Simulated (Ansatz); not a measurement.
`ClB(Cl)Br` + `[OH][Sn][Br]` → `ClB(Br)Br` + `[OH][Sn][Cl]` at 298.15 K and 1 bar (redistribution).

Computed with Ansatz on PBE0-D4/def2-TZVP structures; ΔE is electronic, products minus reactants. CBS: MP2 limit from def2 TZ/QZ plus the TZ coupled-cluster correction, frozen cores. Elements past krypton have def2 core potentials. For Br, Sn outer-core shells are correlated without core-valence functions, which leaves a few kJ/mol of doubt a bond. Scalar relativity is left out up to krypton. One conformer a species, not always the lowest.

| species | CCSD(T)/CBS energy (Eh) | H − E (kJ/mol) | S (J/(mol·K)) |
| --- | --- | --- | --- |
| `ClB(Cl)Br` | -3517.78256 | 33.3 | 310.3 |
| `[OH][Sn][Br]` | -2863.20849 | 50.2 | 316.3 |
| `ClB(Br)Br` | -5631.31790 | 32.4 | 321.8 |
| `[OH][Sn][Cl]` | -749.66523 | 50.6 | 304.5 |

H − E and S are ideal-gas, rigid-rotor, harmonic terms from PBE0-D4/def2-TZVP, for one conformer and one mirror image of each species. 1 Eh = 2625.50 kJ/mol, R = 8.31446 J/(mol·K).

**Question.** By hand: ΔE, ΔH, ΔS and ΔG.

**Answer.** ΔE = (-5631.31790) + (-749.66523) − (-3517.78256) − (-2863.20849) = 0.00792 Eh = 20.8 kJ/mol. Δ(H − E) = 32.4 + 50.6 − 33.3 − 50.2 = -0.5, so ΔH = 20.3 kJ/mol. ΔS = 321.8 + 304.5 − 310.3 − 316.3 = -0.3 J/(mol·K). ΔG = 20.3 − 298.15 × (-0.3)/1000 = 20.4 kJ/mol.

**Question.** By hand: the equilibrium constant, and the temperature at which ΔG would vanish if ΔH and ΔS stayed fixed.

**Answer.** log₁₀ K = −ΔG/(RT ln 10) = -3.6. ΔH and −TΔS have one sign here, so there is no such temperature. One of them is within its doubt of zero, so this could turn.

The number of gas molecules stays the same, so ΔS is small and ΔH decides. A doubt of 5 kJ/mol in ΔE shifts log₁₀ K by 0.9 here. Other conformers and mirror images would add mixing entropy, several J/(mol·K) or more a flexible species. These are equilibria of isolated gas molecules and say nothing of rates. Largest T1 diagnostic: 0.017 (customary marks: 0.02 for closed shells, 0.045 for open ones).
